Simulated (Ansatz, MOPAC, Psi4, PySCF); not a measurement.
Pair of molecules: NH3 (SMILES N) (first 4 atoms) with N2 (SMILES N#N); geometry from B3LYP-D3(BJ)/def2-TZVP, rigid monomers moved along the line of their centres of mass till N1···N5 is 4.50 Å.
(charge 0, multiplicity 1):
```
atom    x (Å)    y (Å)    z (Å)
----  -------  -------  -------
N     -0.1599   0.1857  -0.1659
H     -0.3851   0.3345  -1.1430
H      0.7648   0.5691  -0.0064
H     -0.0952  -0.8151  -0.0187
N      0.5631  -0.4343   4.2306
N     -0.1454   0.0327   4.9157
```

| level | interaction energy (kcal/mol) | minus CCSD(T)/CBS(aug-cc-pVDZ, aug-cc-pVTZ) | cost |
|---|---|---|---|
| AM1 | -0.19 | 0.04 | - |
| PM3 | -0.17 | 0.06 | - |
| PM6 | -0.31 | -0.08 | - |
| PM7 | -0.47 | -0.24 | - |
| HF/3-21G (no counterpoise) | -0.22 | 0.01 | - |
| PBE0/def2-TZVPPD | -0.15 | 0.08 | ×2 |
| wB97X-V/def2-TZVPPD | -0.22 | 0.01 | ×3 |
| wB97M-V/def2-TZVPPD | -0.23 | 0.00 | ×4 |
| MP2/6-31G* (no counterpoise) | -0.23 | 0.00 | - |
| MP2/aug-cc-pVDZ | -0.24 | -0.01 | - |
| MP2/CBS(aug-cc-pVDZ, aug-cc-pVTZ) | -0.25 | -0.01 | - |
| CCSD/aug-cc-pVTZ | -0.21 | 0.02 | - |
| CCSD(T)/CBS(aug-cc-pVDZ, aug-cc-pVTZ) | -0.23 | 0.00 | ×60* |
| SAPT0/jun-cc-pV(D+d)Z | -0.20 | 0.03 | - |

 The comparison column counts from a level with limits of its own.

The rows run from -0.47 (PM7) to -0.15 kcal/mol (PBE0/def2-TZVPPD). The 3 functionals in def2-TZVPPD without D3 or D4 span 0.07, from wB97M-V to PBE0.

Monomers are frozen at their geometry in the pair; levels with a basis set take the counterpoise correction. Rows marked so take none.

Cores are frozen in the correlated methods. CBS(a, b) extrapolates the correlation energy as X⁻³ and adds the Hartree–Fock energy of set b. Rows in 3-21G, 6-31G* carry no dispersion term and start afresh at each structure (6-31G* with six Cartesian d functions). MP2/6-31G* freezes PySCF's default core. The state that AM1, PM3, PM6, PM7 reach isn't checked; PM7 holds dispersion and hydrogen-bond terms.

Run with Ansatz (Gaussian basis) for Hartree–Fock, density functionals and correlated methods; MOPAC for AM1, PM3, PM6, PM7 (differences of heats of formation); Psi4 for SAPT; PySCF for 3-21G rows, 6-31G* rows. Each number belongs to the level named beside it.

Costs are rough ratios of core time to PBE/def2-TZVPPD (about 1.4 s over the structures, on one shared machine); a dash marks a level with no comparable run of its own. A star marks coupled-cluster runs past 200 virtual orbitals, where the program's memory plan changes under this machine's limit, so their costs aren't comparable with smaller runs.

Ansatz is a quantum-chemistry and plane-wave program.
